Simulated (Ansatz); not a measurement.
Reaction (ligand exchange at a Zr–O bond): `[OH][Zr]([F])([F])[F]` + HI → `[F][Zr]([F])([F])[I]` + H₂O

Calculated with Ansatz (gas phase, PBE0-D4/def2-TZVP geometries, no zero-point term in ΔE). CCSD(T)/CBS adds triple-zeta CCSD(T) − MP2 to the extrapolated MP2 energy (def2 sets, frozen cores). This one scheme is used for every species. Functionals use def2-TZVPP. def2 core potentials past Kr. For I, Zr outer-core shells are correlated without core-valence functions, which leaves a few kJ/mol of doubt a bond. One conformer a species, not always the lowest.

`[OH][Zr]([F])([F])[F]`:

```xyz
6

O    -0.595    0.133   -1.293
Zr    0.193   -0.047    0.425
F     0.889    1.630    0.995
F    -1.115   -0.637    1.676
F     1.608   -1.318    0.355
H    -0.980    0.240   -2.158
```

HI:

Z-matrix (Å, degrees):
```
I
H 1 1.610
```

`[F][Zr]([F])([F])[I]`:

Z-matrix (Å, degrees):
```
Zr
F 1 1.885
F 1 1.884 2 108.9
I 1 2.713 2 110.0 3 120.7
F 1 1.885 2 108.9 3 -118.6
```

H₂O:

```xyz
3

O     0.007    0.059   -0.385
H     0.609    0.416    0.271
H    -0.616   -0.475    0.113
```

| level | ΔE (eV) |
| --- | --- |
| revPBE-D4 | -0.14 |
| B97M-V | -0.09 |
| BHLYP-D4 | -0.13 |
| PBE-QIDH | -0.20 |
| r2SCAN | -0.15 |
| LC-ωPBE | -0.01 |
| MP2/def2-SVP | 0.10 |
| HF/def2-TZVPP | -0.11 |

Question: What does CCSD(T)/CBS give? (Best estimate.)

Answer: Ansatz gave: -0.16 eV. The listed levels differ from it by 0.02, 0.07, 0.03, -0.04, 0.01, 0.15, 0.26, 0.05 eV.

Largest T1 diagnostic among the species: 0.017.

From BLYP to BHLYP (50 % exact exchange), in def2-TZVPP and without D4, ΔE moves by −0.05 eV. Leaving LDA and LC-ωPBE aside and taking each functional with its dispersion term where it has one, the values, not all of them listed here, spread over 0.21 eV, from PBE-QIDH to CAM-B3LYP-D4. LDA lies +0.05 eV from PBE without D4.
